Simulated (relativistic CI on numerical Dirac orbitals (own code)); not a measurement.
## Xe XVII: sensitivity of the levels to the model

Base calculation: Dirac-Coulomb-Breit CI, KLI orbitals optimised for each configuration, QED by a radiative potential, unscaled Slater integrals.

Configurations in the expansion (outside the closed core [Ar] 3d10): 4s2.4p6.4d2, 4s2.4p5.4d3, 4s2.4p6.4d.4f, 4s.4p6.4d3, 4s2.4p5.4d2.4f, 4s2.4p6.4d.5s, 4s2.4p6.4d.5p, 4s.4p6.4d2.4f, 4s2.4p6.4f.5s, 4s2.4p6.4d.5d, 4s2.4p6.5s.5p, 4s2.4p5.4d2.5s, 4s2.4p6.4d.5f, 4s2.4p6.4d.6s, 4s2.4p5.4d2.5p, 4s2.4p6.4d.5g, 4s2.4p6.4d.6p, 4s2.4p6.4d.6d, 4s.4p6.4d2.5s, 4s.4p6.4d.4f.5s, 4s2.4p6.4d.6f, 4s2.4p6.4f2, 4s2.4p5.4f3, 4p6.4d4, 4p5.4d5, 4p5.4d4.4f, 4s2.4p6.5s2, 4s2.4p5.4f.5s2, 4s2.4p6.4f.5p, 4s2.4p5.4f2.5p, 4s2.4p6.5p2, 4s2.4p5.4f.5p2. Double excitations out of closed p, d and f shells are left out; levels of such configurations are missing from the list, as are those of other unlisted configurations, and high levels can miss mixing partners. These lack a partner that the ground configuration has and come out too high: 4s.4p6.4d2.4f, 4s2.4p5.4d2.5s, 4s.4p6.4d2.5s, 4s2.4p5.4d2.5p.

Variants: (1) valence Slater integrals scaled by 0.9; (2) Breit term removed. Shifts of the energy above 4s2.4p6.4d2 3F_2, in cm⁻¹, for the lowest level and the first level of each name with at least 55 % of one term (blank where a level changes its place among those of its configuration and J or its character, or is not in the variant):

```
            Level    Base   Δ(1)   Δ(2)
 4s2.4p6.4d2 3F_2       0      0      0
 4s2.4p6.4d2 3F_3   17588   +229   +630
 4s2.4p6.4d2 3P_0   31413  -2347   +111
 4s2.4p6.4d2 3F_4   31843   -207  +1025
 4s2.4p6.4d2 3P_1   41346  -1857   +533
 4s2.4p6.4d2 1G_4   58779  -2538  +1062
 4s2.4p6.4d2 1S_0  120048  -8677   +921
4s2.4p5.4d3 5D°_1  656672  +4182  +1513
4s2.4p5.4d3 5D°_0  661535  +4128  +1608
4s2.4p5.4d3 5S°_2  665272  +5183  +2099
4s2.4p5.4d3 5G°_6  690712  +3003  +2611
4s2.4p5.4d3 3G°_3  694343  +1322  +1814
4s2.4p5.4d3 3G°_4  701185  +1500  +2150
4s2.4p5.4d3 3P°_0  717825  -2161  +1400
```

At this charge energies of transitions that change n are usually good to better than 1 %, and those within a shell (Δn = 0) to a few per cent. Terms inside the open d or f shell come out 10 to 20 % too wide with unscaled integrals.

Ionisation energy from the two ground configurations alone: base 404.216 eV; valence Slater integrals scaled by 0.9 404.035 eV; Breit term removed 404.333 eV. The NIST ASD value (theoretical) is 404 eV.

LS names give the leading component of a level, which can be under half, so a name can repeat, a term be missing and a line seem to break the LS rules.
